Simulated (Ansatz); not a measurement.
Reactions of C₂H₆GeOS, SMILES `OC(S)=[CH][GeH3]`.

Program: Ansatz. Geometries: PBE0-D4/def2-TZVP. ΔE: electronic, gas phase. CBS: MP2 limit from def2 TZ/QZ plus the TZ coupled-cluster correction, frozen cores. Double bonds are as drawn, so ΔE can hold a change between cis and trans. For Ge outer-core shells are correlated without core-valence functions, which leaves a few kJ/mol of doubt a bond. Scalar relativity is left out up to krypton. One conformer a species, not always the lowest.

Order these by ΔE at CCSD(T)/CBS, lowest first. (An estimate is asked.)
A. `O/C(S)=[CH]\[GeH3]` + `[NH2][GeH2][F]` → `[F][GeH2][NH][GeH3]` + `C=C(O)S`
B. `O/C(S)=[CH]\[GeH3]` + `[SiH3][GeH2][SiH2][GeH2][SiH3]` → `[SiH3][GeH2][SiH2][GeH2][SiH2][GeH3]` + `C=C(O)S`
C. `O/C(S)=[CH]\[GeH3]` + `O[SiH](F)F` → `F[SiH](F)[O][GeH3]` + `C=C(O)S`

C (-42.5 kJ/mol), B (-30.4 kJ/mol), A (-11.8 kJ/mol).

Largest T1 diagnostic: 0.013, for `O/C(S)=[CH]\[GeH3]`.
